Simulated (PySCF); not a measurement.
Mo(O)2(Br)(NH2) (BrH2MoNO2), SMILES [NH2][Mo](=[O])(=[O])[Br], multiplicity 1.

Coordinates come from a B3LYP-D3(BJ)/def2-SVP optimisation. The multiplicity is an assumed one; no other spin state was optimised. The structure was generated by enumeration; whether it is a known compound was not checked. The def2 effective core potentials stand for the cores of Mo; spin–orbit coupling is left out. The values are those of a single conformer.

Two levels are set side by side: PBE/def2-TZVP (PySCF) and ωB97X/def2-TZVP (PySCF). Same geometry, gas phase. Differences are taken from unrounded values.

```
quantity                      ωB97X    PBE  PBE minus ωB97X
---------------------------  ------  -----  ---------------
orbital gap (eV)              10.05   3.83            -6.22
highest occupied level (eV)  -10.83  -7.26             3.57
lowest empty level (eV)       -0.78  -3.43            -2.65
dipole moment (D)              3.95   3.83            -0.12
mean polarisability (bohr³)    71.0   73.9              2.9
```

PBE's occupied levels lie high since its potential decays too fast outside the molecule; exact exchange lowers them and widens the gap. Loosely held outer electrons make PBE densities more polarisable. Differences between two approximate levels are no errors against the true value.

Rough cost on one machine, each run with all the roots and properties that it gave: ωB97X against PBE within a factor of 2.
